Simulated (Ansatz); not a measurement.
`NC(O)S[SiH3]` at its PBE0-D4/def2-TZVP geometry, where that method's forces vanish. Charge 0, multiplicity 1.

```xyz
12

N     2.0060    0.4364   -0.8500
C     0.8722    0.1067   -0.0564
O     0.2729    1.2645    0.4426
S    -0.4313   -0.8080   -0.9953
Si   -2.0174   -0.6810    0.4275
H     1.7288    0.8855   -1.7153
H     2.5690   -0.3762   -1.0622
H     1.1985   -0.5569    0.7525
H     0.9827    1.8023    0.8140
H    -1.4992   -1.0099    1.7814
H    -2.6776    0.6454    0.4547
H    -3.0043   -1.7087    0.0064
```

Q: What forces (eV/Å) does r2SCAN-D4/def2-TZVPP give on these atoms in the Gaussian-basis code of Ansatz? (Estimate.)

A: The calculation gave: 
```
N1   0.170  0.082 -0.027
C2   0.211 -0.181  0.108
O3  -0.212  0.249  0.078
S4  -0.182 -0.119 -0.143
Si5 -0.043 -0.022  0.001
H6  -0.011 -0.002 -0.033
H7   0.005 -0.030 -0.030
H8   0.012 -0.017  0.009
H9   0.046  0.028  0.022
H10 -0.012  0.011 -0.016
H11  0.006 -0.024  0.010
H12  0.010  0.024  0.022
```
